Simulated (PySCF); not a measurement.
**Deuteron quadrupole couplings in `C[Si@H](O)C#N`**

Compound: C₂H₅NOSi.
Cartesian coordinates in Å at the GFN2-xTB level; atoms count from 1:
```
atom  x, y, z in Å
C1    -1.3737   -0.3951   -0.2275
Si2    0.2694    0.2701    0.4219
O3     0.4945    1.6927   -0.3276
C4     1.6345   -0.9231   -0.0647
N5     2.4689   -1.6516   -0.3564
H6    -2.1878    0.2803    0.0182
H7    -1.6013   -1.3644    0.2057
H8    -1.3550   -0.5090   -1.3081
H9     0.3645    0.3990    1.8777
H10    1.2949    2.2058   -0.2616
```

Level: PBE0/pcSseg-1 (PySCF, non-relativistic); Q(2H) = 0.00286 b; rigid geometry, the same for H and D, with no vibrational averaging.

Problem. Rank these positions by the coupling χzz of a deuteron there, largest first.
A. H7 (methyl hydrogen)
B. H10 (hydroxyl hydrogen)
C. H9 (Si–H hydrogen)

Solution. B (344 kHz), A (217 kHz), C (104 kHz).

Problem. Give the electric field gradient Vzz (the principal value of largest size), its asymmetry and the 2H coupling at each hydrogen.

Solution. 
| atom | bonded to | bond length (Å) | Vzz (au) | η | χzz (kHz) |
| --- | --- | --- | --- | --- | --- |
| H6 | C1 | 1.086 | 0.3237 | 0.01 | 218 |
| H7 | C1 | 1.086 | 0.3233 | 0.00 | 217 |
| H8 | C1 | 1.087 | 0.3212 | 0.01 | 216 |
| H9 | Si2 | 1.464 | 0.1554 | 0.01 | 104 |
| H10 | O3 | 0.953 | 0.5116 | 0.06 | 344 |

Problem. Average by the element that carries the hydrogen.

Solution. on C: 217 kHz over 3 positions, mean bond length 1.086 Å; on Si: 104 kHz over 1 position, mean bond length 1.464 Å; on O: 344 kHz over 1 position, mean bond length 0.953 Å.

One conformer (not necessarily the lowest) at the GFN2-xTB geometry, without solvent, vibrations or thermal averaging. GFN2-xTB bond lengths can be off by several hundredths of an ångström, more for odd bonds, and the gradients follow them. These gradients aren't converged with respect to the basis.
